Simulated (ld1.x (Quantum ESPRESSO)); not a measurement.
arsenic (As), TM semilocal: configuration errors across variants

| Item | Value |
| --- | --- |
| Element | As (Z = 33) |
| Generator | ld1.x (Quantum ESPRESSO) 7.5 |
| Type | norm-conserving Troullier–Martins (semilocal form) |
| Functional | LDA (PZ) |
| Relativity | scalar-relativistic |
| Frozen core | [Ar] |
| Valence charge | 15 |
| Reference configuration | 3d10 4s2 4p2 (charge +1) |
| Partial waves | 4s (bound): rc 1.70 bohr; 3d (bound): rc 0.70 bohr; 4p (bound): rc 1.45 bohr |
| Local potential | the p channel |
| Core correction | none |

All-electron excitation energies from the reference (eV): (1) 3d10 4s2 4p3 -9.325; (2) 3d10 4s2 4p1 18.162; (3) 3d10 4s2 4p0 46.203; (4) 3d10 4s1 4p0 97.316; (5) 3d10 4s2 4p2.5 -5.689; (6) 3d9 4s2 4p4 30.882; (7) 3d10 4s1 4p3 10.162; (8) 3d10 4s2 4p2 spin -0.729; (9) 3d10 4s2 4p3 spin -10.650.

Spin tests fill each open shell by Hund’s rule, majority spin first.

In the semilocal form every listed channel keeps its own potential, so the choice of the local channel does not act on these tests. It acts once the file is put into the separable form.

A semilocal file is local in each channel, so a ghost entry of none says nothing of the separable form that plane-wave codes build from it.

2 further variants failed, have other tests or too few solved ones, and are left out.

A true bound ghost makes a file unfit for plane-wave use even where its test errors are small: the radial tests pick states by their node count and pass the ghost by.

Errors AE − PS in meV (a dash: test not solved or not reliable):

| change | (1) | (2) | (3) | (4) | (5) | (6) | (7) | (8) | (9) | bound ghosts |
| --- | --- | --- | --- | --- | --- | --- | --- | --- | --- | --- |
| base | +3.6 | +1.3 | +9.2 | +47 | +1.5 | -541 | +0.8 | +15 | +28 | not determined |
| wave 4p (bound): rc 1.45 bohr becomes 4p (bound): rc 1.64 bohr | +3.3 | +1.0 | +11 | +53 | +1.4 | -625 | -0.5 | +18 | +32 | not determined |
| type ultrasoft, which also changes the form from semilocal to separable; waves now 4s (bound): rcut 1.50, rcutus 1.70 bohr; 4s channel at -1.25 Ry: rcut 1.50, rcutus 1.70 bohr; 4p (bound): rcut 1.25, rcutus 1.45 bohr; 4p channel at 1.3 Ry: rcut 1.25, rcutus 1.45 bohr; 3d (bound): rcut 0.60, rcutus 0.70 bohr; 3d channel at -3.2 Ry: rcut 0.60, rcutus 0.70 bohr; local potential all-electron potential smoothed inside 0.85 bohr (lloc = -1); augmentation built from norm-conserving waves at rcut, not smoothed further | +1.8 | -1.2 | +3.1 | +34 | +1.0 | – | – | – | – | s, p |
| wave 3d (bound): rc 0.70 bohr becomes 3d (bound): rc 1.04 bohr | +3.7 | +1.4 | +10 | +51 | +1.6 | -507 | +0.9 | +15 | +28 | none |
| core correction a·sin(br)/r model core inside 0.42 bohr | +3.3 | -0.4 | -2.4 | -17 | +1.4 | -619 | -1.0 | +3.7 | +11 | not determined |
| local potential the d channel | +3.6 | +1.4 | +9.3 | +47 | +1.5 | -541 | +0.8 | +15 | +28 | not determined |

(1) Give the same row for: wave 4s (bound): rc 1.70 bohr becomes 4s (bound): rc 1.98 bohr.

Results:

(1) +4.2, +3.2, +21, +51, +1.7, -502, -3.7, +16, +30; bound ghosts: not determined.
